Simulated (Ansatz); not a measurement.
Geometry optimisation, Ansatz, RKS PBE/def2-SVP.

input.yaml

```yaml
crystal:
  periodic: [false, false, false]
  atoms:
    - { symbol: Ge, position_ang: [0.306521, -0.449847, -0.359129] }
    - { symbol: H, position_ang: [-0.451808, -0.351947, 2.290637] }
    - { symbol: H, position_ang: [1.302285, 0.048493, -1.437674] }
    - { symbol: H, position_ang: [-0.201714, 0.78727, 0.446661] }
    - { symbol: O, position_ang: [-1.0507, -1.128632, -1.357608] }
    - { symbol: H, position_ang: [-1.69623, -1.589829, -0.791163] }
    - { symbol: Si, position_ang: [1.224073, -2.147408, 0.956337] }
    - { symbol: H, position_ang: [0.144462, -3.009021, 1.554036] }
    - { symbol: H, position_ang: [2.078352, -3.026753, 0.080233] }
    - { symbol: H, position_ang: [2.086706, -1.600629, 2.062371] }
    - { symbol: H, position_ang: [-0.323247, -0.903895, 2.737998] }
basis:
  gaussian: { orbitals: def2-SVP }
hamiltonian:
  xc: pbe
relax:
  f_tol: 0.03
  max_steps: 50
```

Command:

```bash
$ ansatz run input.yaml --threads 2 --pin off --max-ram 3072MiB --backend cpu --events-out ev --progress --plain --runs-dir out
```

Question: Where does it end, and by what steps?

Answer: It converged. The force dipped under the threshold on the way, but the program's further checks kept it going. After 8 steps the energy has fallen by 0.201 eV; H11 moved furthest, 0.85 Å.

| step | energy less start (eV) | largest force component (eV/Å) | accepted |
| --- | --- | --- | --- |
| 0 | 0.0000 | 1.430 | yes |
| 1 | -0.1429 | 0.164 | yes |
| 2 | -0.1786 | 0.093 | yes |
| 3 | -0.1902 | 0.150 | yes |
| 4 | -0.1967 | 0.075 | yes |
| 5 | -0.1992 | 0.027 | yes |
| 6 | -0.2001 | 0.054 | yes |
| 7 | -0.2006 | 0.039 | yes |
| 8 | -0.2008 | 0.027 | yes |

```xyz
11
Properties=species:S:1:pos:R:3
Ge 0.338 -0.489 -0.527
H -0.683 -0.095 2.989
H 1.351 0.117 -1.532
H -0.254 0.651 0.364
O -0.950 -1.170 -1.609
H -1.628 -1.630 -1.078
Si 1.323 -2.232 0.808
H 0.251 -2.968 1.569
H 2.039 -3.216 -0.078
H 2.304 -1.657 1.796
H -0.673 -0.684 3.482
```

Time of the run: 11 s on 2 threads of Intel(R) Xeon(R) Platinum 8488C (Sapphire Rapids) (shared host), peak memory 0.16 GiB.
